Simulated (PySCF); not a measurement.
Electron correlation in He (helium, neutral)

1s1 2p1, high-spin 3P determinant (an excited configuration). Computed with PySCF 2.14 in aug-cc-pVQZ (5s4p3d2f, 46 functions), with no relativity, point nucleus. Frozen: nothing; 2 electrons correlated.

With two correlated electrons CCSD is exact within the correlated space (frozen core and kept virtual orbitals).

| level | correlation energy (mhartree) |
| --- | --- |
| CCSD | -3.82 |

Diagnostics: T1 = 0.0018, D1 = 0.0034, largest double amplitude 0.021.

The outer electron is Rydberg-like, and this basis confines it to a smaller radius and binds it less than a complete one would.

Cost of the coupled-cluster step: roughly 0.6 core-seconds, for 2 correlated electrons.

Iterations:

```
CC2 = 0
CCSD nocc = (np.int64(2), np.int64(0)), nmo = (46, 46)
frozen orbitals [[], []]
max_cycle = 100
direct = 0
conv_tol = 1e-08
conv_tol_normt = 1e-06
diis_space = 8
diis_start_cycle = 0
Init t2, MP2 energy = -0.00293306267741174
Init E_corr(UCCSD) = -0.00293306267742875
cycle = 1  E_corr(UCCSD) = -0.0035865684447835  dE = -0.000653505767  norm(t1,t2) = 0.0069959
cycle = 2  E_corr(UCCSD) = -0.00375473732368773  dE = -0.000168168879  norm(t1,t2) = 0.00209268
cycle = 3  E_corr(UCCSD) = -0.0038219565003694  dE = -6.72191767e-05  norm(t1,t2) = 0.000662396
cycle = 4  E_corr(UCCSD) = -0.00382041961676796  dE = 1.5368836e-06  norm(t1,t2) = 3.97856e-05
cycle = 5  E_corr(UCCSD) = -0.00382043951454982  dE = -1.98977819e-08  norm(t1,t2) = 1.24078e-06
cycle = 6  E_corr(UCCSD) = -0.00382043816997048  dE = 1.34457934e-09  norm(t1,t2) = 1.20495e-07
UCCSD converged
E(UCCSD) = -2.053935252881547  E_corr = -0.003820438169970481
```
